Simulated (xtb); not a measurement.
xtb input (GFN1-xTB):

```bash
xtb mol.xyz --gfn 1 --sp --chrg 0 --uhf 0
```
mol.xyz:
```
12

C      2.71617737    -0.55551525     0.44735901
O      1.85890709     0.23824465    -0.37601860
C      0.53566656     0.12312694    -0.16844385
C     -0.39232077     0.82823894    -0.88972800
S     -1.96371119     0.41446337    -0.33759380
C     -1.26546792    -0.66101332     0.80622788
N      0.03640239    -0.71455671     0.78600292
H      2.51500269    -1.61855502     0.30991783
H      3.72660095    -0.31826843     0.12411650
H      2.58753868    -0.30477123     1.50092173
H     -0.22179148     1.53616200    -1.68101622
H     -1.87837660    -1.23906528     1.48119899
```

End of the output:

```
         :::::::::::::::::::::::::::::::::::::::::::::::::::::
         ::                     SUMMARY                     ::
         :::::::::::::::::::::::::::::::::::::::::::::::::::::
         :: total energy             -22.722581559906 Eh    ::
         :: gradient norm              0.019727363800 Eh/a0 ::
         :: HOMO-LUMO gap              3.464440672494 eV    ::
         ::.................................................::
         :: SCC energy               -22.941659849026 Eh    ::
         :: -> electrostatic           0.051559626323 Eh    ::
         :: repulsion energy           0.223937633927 Eh    ::
         :: dispersion energy         -0.004859344806 Eh    ::
         :: halogen bond corr.         0.000000000000 Eh    ::
         :: add. restraining           0.000000000000 Eh    ::
         :: total charge              -0.000000000000 e     ::
         :::::::::::::::::::::::::::::::::::::::::::::::::::::

           -------------------------------------------------
          |                Property Printout                |
           -------------------------------------------------

    * Orbital Energies and Occupations

         #    Occupation            Energy/Eh            Energy/eV
      -------------------------------------------------------------
         1        2.0000           -0.9038958             -24.5963
       ...           ...                  ...                  ...
         7        2.0000           -0.6141183             -16.7110
         8        2.0000           -0.6011345             -16.3577
         9        2.0000           -0.5865853             -15.9618
        10        2.0000           -0.5767598             -15.6944
        11        2.0000           -0.5351914             -14.5633
        12        2.0000           -0.5277839             -14.3617
        13        2.0000           -0.5161729             -14.0458
        14        2.0000           -0.5035152             -13.7013
        15        2.0000           -0.4992680             -13.5858
        16        2.0000           -0.4908878             -13.3577
        17        2.0000           -0.4454310             -12.1208
        18        2.0000           -0.4327554             -11.7759
Note: The following floating-point exceptions are signalling: IEEE_DENORMAL
normal termination of xtb
        19        2.0000           -0.4014834             -10.9249 (HOMO)
        20                         -0.2741675              -7.4605 (LUMO)
        21                         -0.2038520              -5.5471
        22                         -0.1990642              -5.4168
        23                         -0.1391115              -3.7854
        24                         -0.1325194              -3.6060
        25                         -0.0985766              -2.6824
        26                         -0.0859785              -2.3396
        27                         -0.0719231              -1.9571
        28                         -0.0713366              -1.9412
        29                         -0.0576635              -1.5691
        30                         -0.0317559              -0.8641
       ...                                ...                  ...
        43                          0.6102305              16.6052
      -------------------------------------------------------------
                  HL-Gap            0.1273159 Eh            3.4644 eV
             Fermi-level           -0.3378255 Eh           -9.1927 eV

  Mulliken/CM5 charges         n(s)   n(p)   n(d)
     1C     0.17528  0.05551   0.972  2.852  0.000
     2O    -0.42271 -0.50449   1.677  4.745  0.000
     3C     0.36434  0.45750   0.978  2.657  0.000
     4C    -0.06553 -0.09234   1.043  3.023  0.000
     5S    -0.03154 -0.06308   1.914  4.089  0.028
     6C     0.17557  0.22263   1.026  2.798  0.000
     7N    -0.38488 -0.57510   1.549  3.836  0.000
     8H     0.03100  0.09299   0.969  0.000  0.000
     9H     0.03524  0.09620   0.965  0.000  0.000
    10H     0.03100  0.09299   0.969  0.000  0.000
    11H     0.05581  0.11495   0.944  0.000  0.000
    12H     0.03642  0.10222   0.964  0.000  0.000

Wiberg/Mayer (AO) data.
largest (>0.10) Wiberg bond orders for each atom

 ---------------------------------------------------------------------------
     #   Z sym  total        # sym  WBO       # sym  WBO       # sym  WBO
 ---------------------------------------------------------------------------
     1   6 C    3.899 --     9 H    0.987    10 H    0.982     8 H    0.982
                             2 O    0.921
     2   8 O    2.139 --     3 C    1.040     1 C    0.921
     3   6 C    3.900 --     4 C    1.547     7 N    1.205     2 O    1.040
     4   6 C    3.923 --     3 C    1.547     5 S    1.151    11 H    0.975
                             6 C    0.134
     5  16 S    2.574 --     6 C    1.198     4 C    1.151     7 N    0.137
     6   6 C    3.952 --     7 N    1.603     5 S    1.198    12 H    0.975
                             4 C    0.134
     7   7 N    3.048 --     6 C    1.603     3 C    1.205     5 S    0.137
     8   1 H    1.014 --     1 C    0.982
     9   1 H    1.016 --     1 C    0.987
    10   1 H    1.014 --     1 C    0.982
    11   1 H    0.998 --     4 C    0.975
    12   1 H    1.012 --     6 C    0.975
 ---------------------------------------------------------------------------

Topologies differ in total number of bonds
Writing topology from bond orders to xtbtopo.mol

 dipole moment from electron density (au)
     X       Y       Z
  -0.3029  -0.0910   0.1188  total (Debye):    0.859

           -------------------------------------------------
          | TOTAL ENERGY              -22.722581559906 Eh   |
          | GRADIENT NORM               0.019727363800 Eh/α |
          | HOMO-LUMO GAP               3.464440672494 eV   |
           -------------------------------------------------

------------------------------------------------------------------------
------------------------------------------------------------------------
 total:
 SCF:
```
